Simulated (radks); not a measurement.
The numbers below are computed, except where a source is named.
Neutral praseodymium inside a hard spherical wall (all orbitals vanish at R), configuration held at [Xe] 4f3 6s2 and not refilled when levels cross. Code: a radial shooting solver on a logarithmic mesh with Libxc functionals. Model: scalar-relativistic Kohn-Sham, LDA (Slater exchange, VWN5 correlation), spin-polarised, spherical densities, finite nucleus; open shells are filled with parallel spins first (spin-orbit coupling, left out, can overturn this in heavy ions); Fermi nuclear charge, rms radius 4.8919 fm. Eigenvalues in eV for spin up, with the zero of energy where the potential of the charges vanishes at infinity; a dash marks a level that is unbound or too diffuse for the functional's potential to be trusted. A positive occupied level is held by the wall or, in an anion where self-interaction has pushed it up, behind a barrier. The pressure on the wall is -dE/dV.

| R (bohr) | E (hartree) | kinetic (hartree) | e(5s) | e(5p) | e(6s) | e(5d, empty) | e(4f) | e(6p, empty) | pressure (GPa) |
|---|---|---|---|---|---|---|---|---|---|
| free | -9230.2098 | 9799.768 | -39.612 | -21.921 | -3.649 | -2.297 | -2.006 | -1.314 | 0 |
| 20 | -9230.2098 | 9799.768 | -39.612 | -21.921 | -3.649 | -2.296 | -2.006 | -1.313 | < 0.0001 |
| 15 | -9230.2098 | 9799.769 | -39.608 | -21.917 | -3.646 | -2.293 | -2.002 | -1.297 | 0.000334 |
| 10 | -9230.2058 | 9799.802 | -39.384 | -21.697 | -3.463 | -2.097 | -1.780 | -0.888 | 0.0871 |
| 7 | -9230.1494 | 9800.093 | -38.098 | -20.452 | -2.040 | -0.901 | -0.492 | 1.516 | 2.58 |
| 4 | -9229.0331 | 9804.394 | -30.807 | -13.472 | 14.853 | 8.222 | 7.691 | 24.713 | 208 |
| 3.5 | -9227.9750 | 9808.361 | -26.609 | -9.136 | 27.803 | 14.342 | 12.791 | 40.663 | 581 |
| 3 | -9225.5979 | 9816.851 | -19.073 | -0.816 | 53.115 | 25.962 | 21.838 | 70.242 | 1850 |
| 2.5 | -9219.6924 | 9836.361 | -3.715 | 17.029 | 106.21 | 50.203 | 38.488 | 129.54 | 6950 |
